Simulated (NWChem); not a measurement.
# Ionisation of H3Ga

```xyz
4

Ga     0.0000     0.0000     0.0000
H      0.0000     0.0000     1.5807
H      1.3689     0.0000    -0.7903
H     -1.3689     0.0000    -0.7903
```
Charge 0, spin multiplicity 1.

All runs are NWChem calculations. The geometry was optimised at PBE/def2-SVP, a minimum by its harmonic frequencies.

Basis set: def2-TZVPD. The species with one electron less has spin multiplicity 2 and keeps the geometry of the parent. Δ marks differences of total energies (open shells unrestricted). −ε marks an orbital energy of the parent. That orbital need not have the symmetry of the hole or added electron in the Δ rows.

The Hamiltonian is non-relativistic. B3LYP has NWChem's definition, with VWN1-RPA local correlation. The structure started from a generated list of species. The stability of the SCF solutions was not checked.

Task: Order these methods by the first vertical ionisation energy they give, lowest first: −ε(HOMO) of HF, −ε(HOMO) of B3LYP, −ε(HOMO) of BLYP, −ε(HOMO) of PBE0, ΔPBE0, G0W0@PBE.

Result: −ε(HOMO) of BLYP (7.26 eV), −ε(HOMO) of B3LYP (8.39 eV), −ε(HOMO) of PBE0 (8.57 eV), G0W0@PBE (10.66 eV), ΔPBE0 (11.10 eV), −ε(HOMO) of HF (11.63 eV)
